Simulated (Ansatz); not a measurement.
Molecule: C2H6ClSi, charge 0, multiplicity 2. It need not be the lowest isomer of its formula. 
Coordinates optimised at B3LYP-D3(BJ)/def2-TZVP (Ansatz, an electronic-structure program):
```xyz
10

C      1.5798    -1.1351     0.2744
Si     0.1894     0.0915     0.5692
C     -1.3658    -0.7551     1.1933
Cl    -0.2629     1.0015    -1.2570
H      1.2589    -1.8945    -0.4447
H      2.4662    -0.6397    -0.1216
H      1.8483    -1.6332     1.2084
H     -2.1779    -0.0405     1.3271
H     -1.6893    -1.5142     0.4750
H     -1.1717    -1.2435     2.1505
```
Charge 0, spin multiplicity 2.

Basis-set convergence of Hartree-Fock and MP2 correlation energies (hartree) with Ansatz. Cores are frozen in the correlated levels unless marked. UHF or UKS for open shells. No spin-orbit coupling. Non-relativistic.

```json
[
 {"basis": "cc-pV(D+d)Z", "functions": "104", "E(HF)": "-827.71245", "E(corr, MP2)": "-0.50799"},
 {"basis": "cc-pV(T+d)Z", "functions": "222", "E(HF)": "[?]", "E(corr, MP2)": "[?]"}
]
```

Q: Complete the blanks.

A: 
- cc-pV(T+d)Z, E(HF): -827.76778
- cc-pV(T+d)Z, E(corr, MP2): -0.64604
